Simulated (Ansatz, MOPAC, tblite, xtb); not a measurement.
Breaking a bond: Ba(F)2, BaF₂, SMILES [F][Ba][F]. The Ba1–F3 bond (Ba1 also carries F; F3 carries nothing else) is varied alone, starting from the PBE0/def2-TZVP, def2 effective core potentials past Kr optimised geometry.

Levels of theory: AM1, restricted, heats of formation (MOPAC); GFN2-xTB, 300 K electronic temperature (tblite); GFN1-xTB (xtb); UKS-PBE0 = unrestricted PBE0/def2-TZVP, def2 effective core potentials past Kr run with Ansatz (a first-principles code).

Energies relative to the lowest point of each curve near equilibrium, in kJ/mol; the last columns give the difference from UKS-PBE0:

```tsv
R / Å	AM1	GFN2-xTB	GFN1-xTB	UKS-PBE0	AM1 − UKS-PBE0	GFN2-xTB − UKS-PBE0	GFN1-xTB − UKS-PBE0
1.85	176.3	28.2	45.4	120.1	56.3	-91.9	-74.7
1.96	79.9	6.9	11.0	48.5	31.4	-41.6	-37.5
2.08	21.9	0.0	0.0	10.4	11.5	-10.4	-10.4
2.16	4.4	0.2	0.5	0.9	3.5	-0.7	-0.3
2.23	0.0	2.2	4.0	0.0	0.0	2.2	4.0
2.30	3.9	5.3	9.2	4.3	-0.4	1.0	4.8
2.37	14.6	9.3	15.6	12.5	2.1	-3.2	3.1
2.50	47.9	18.1	29.7	34.5	13.4	-16.4	-4.9
2.68	112.2	32.4	51.9	72.8	39.4	-40.4	-20.9
2.91	207.4	52.5	82.7	125.1	82.3	-72.6	-42.4
3.27	353.2	86.4	131.5	201.4	151.8	-115.0	-69.9
3.66	483.0	125.3	180.4	270.8	212.2	-145.6	-90.4
4.13	593.5	168.1	—	337.3	256.1	-169.3	—
4.64	667.3	—	—	389.2	278.1	—	—
5.46	728.3	—	—	435.3	293.0	—	—
6.42	764.2	—	—	462.9	301.3	—	—
```

AM1 is furthest from UKS-PBE0 at 6.42 (301.3 kJ/mol, above); its mean absolute difference over the points is 108.3 kJ/mol.

GFN2-xTB is furthest from UKS-PBE0 at 4.13 (-169.3 kJ/mol, below); its mean absolute difference over the points is 54.6 kJ/mol.

GFN1-xTB is furthest from UKS-PBE0 at 3.66 (-90.4 kJ/mol, below); its mean absolute difference over the points is 30.3 kJ/mol.

Dashes: no converged value, or the column stops at the first point that the program doubted or that broke a chosen test of continuity, which isn't proof of a fault.

The unrestricted determinant behind UKS-PBE0 is spin-contaminated at 4.64 to 6.42 Å (<S²> up to 0.5, against 0.00 for a pure singlet).
